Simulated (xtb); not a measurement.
GeF3Br, SMILES [F][Ge]([F])([F])[Br]. All values are semi-empirical tight-binding results from xtb (GFN2-xTB unless named), good for trends rather than for accurate numbers. Geometry: GFN2-xTB.

Optimised geometry:

Bonds (Å): F1–Ge2 1.704, Ge2–F3 1.704, Ge2–F4 1.704, Ge2–Br5 2.226. Angles (°): F1–Ge2–F3 104.9, F1–Ge2–F4 104.9, F1–Ge2–Br5 113.8, F3–Ge2–F4 104.9, F3–Ge2–Br5 113.8, F4–Ge2–Br5 113.8.
Charge 0, spin multiplicity 1.

For metal compounds this method's bond lengths and energies can be far off.

Computed properties:
The point group as xtb finds it is C3v and the orbital gap is 5.50 eV. The zero-point energy comes out as 3.7 kcal/mol and the G − E(el) at 298.15 K (modified RRHO) is -16.7 kcal/mol.

Question: Give the atomic charges and the Wiberg bond orders between heavy atoms. (Estimate from the structure and the level; the computed values follow.)

Answer: charges (e) F1 -0.20, Ge2 0.52, F3 -0.20, F4 -0.20, Br5 0.07. Bond orders F1–Ge2 1.09, Ge2–F3 1.09, Ge2–F4 1.09, Ge2–Br5 1.17.
